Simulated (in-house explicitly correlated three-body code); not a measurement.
Values are calculated unless marked as measured or tabulated.
Two electrons around a charge Z: highest levels of functionals against the exact one

The exact non-relativistic ground state comes from a variational code in 260 exponentially correlated functions, the Kohn-Sham parts from inverting its density (past Z = 6 the correlation energy is taken as exact minus Hartree-Fock, equal to within microhartrees), and self-consistent runs (Hartree-Fock is restricted) from a B-spline radial code. Z may be fractional; the second electron is bound down to Z = 0.911.

The exact Kohn-Sham level equals minus the binding energy. «Unbound» marks a run whose level isn't bound or that didn't converge.

```json
{"Z": "1.76", "exact (eV)": "-16.38", "Hartree-Fock (eV)": "-16.79", "LDA VWN5 (eV)": "-8.97", "AM05 (eV)": "-8.861", "r2SCAN0 (eV)": "-11.59", "B3LYP VWN-RPA (eV)": "-10.99"}
{"Z": "2.04", "exact (eV)": "-26.11", "Hartree-Fock (eV)": "-26.5", "LDA VWN5 (eV)": "-16.77", "AM05 (eV)": "-16.68", "r2SCAN0 (eV)": "-20.12", "B3LYP VWN-RPA (eV)": "-19.33"}
{"Z": "2.7", "exact (eV)": "-57.47", "Hartree-Fock (eV)": "-57.82", "LDA VWN5 (eV)": "-43.53", "AM05 (eV)": "-43.51", "r2SCAN0 (eV)": "-48.67", "B3LYP VWN-RPA (eV)": "-47.39"}
{"Z": "3.3", "exact (eV)": "-96.26", "Hartree-Fock (eV)": "-96.59", "LDA VWN5 (eV)": "-78.11", "AM05 (eV)": "-78.16", "r2SCAN0 (eV)": "-84.92", "B3LYP VWN-RPA (eV)": "-83.16"}
{"Z": "3.92", "exact (eV)": "-146.6", "Hartree-Fock (eV)": "-147", "LDA VWN5 (eV)": "-124.1", "AM05 (eV)": "-124.2", "r2SCAN0 (eV)": "-132.7", "B3LYP VWN-RPA (eV)": "-130.4"}
{"Z": "4.9", "exact (eV)": "?", "Hartree-Fock (eV)": "?", "LDA VWN5 (eV)": "?", "AM05 (eV)": "?", "r2SCAN0 (eV)": "?", "B3LYP VWN-RPA (eV)": "?"}
{"Z": "6.3", "exact (eV)": "?", "Hartree-Fock (eV)": "?", "LDA VWN5 (eV)": "?", "AM05 (eV)": "?", "r2SCAN0 (eV)": "?", "B3LYP VWN-RPA (eV)": "?"}
{"Z": "7.2", "exact (eV)": "-587.1", "Hartree-Fock (eV)": "-587.4", "LDA VWN5 (eV)": "-541.2", "AM05 (eV)": "-541.7", "r2SCAN0 (eV)": "-559.3", "B3LYP VWN-RPA (eV)": "-554.2"}
{"Z": "9.3", "exact (eV)": "-1023", "Hartree-Fock (eV)": "-1023", "LDA VWN5 (eV)": "-961.8", "AM05 (eV)": "-962.7", "r2SCAN0 (eV)": "-986.2", "B3LYP VWN-RPA (eV)": "-979.2"}
{"Z": "11.5", "exact (eV)": "-1608", "Hartree-Fock (eV)": "-1608", "LDA VWN5 (eV)": "-1531", "AM05 (eV)": "-1532", "r2SCAN0 (eV)": "-1562", "B3LYP VWN-RPA (eV)": "-1553"}
```

Q: What belongs in the row Z = 4.9?

A: exact (eV): -247.6; Hartree-Fock (eV): -247.9; LDA VWN5 (eV): -218.1; AM05 (eV): -218.3; r2SCAN0 (eV): -229.5; B3LYP VWN-RPA (eV): -226.4.

Q: What belongs in the row Z = 6.3?

A: exact (eV): -437.1; Hartree-Fock (eV): -437.4; LDA VWN5 (eV): -397.6; AM05 (eV): -398.1; r2SCAN0 (eV): -413.1; B3LYP VWN-RPA (eV): -408.8.

Q: Why do the levels of the functionals lie above the exact one?

A: Semilocal exchange-correlation potentials fall off faster than the exact −1/r, since they don't cancel the electron's repulsion by itself; hybrids restore a share of the tail, and range-separated ones all of it at long range. Hartree-Fock has the tail but lacks relaxation and correlation.
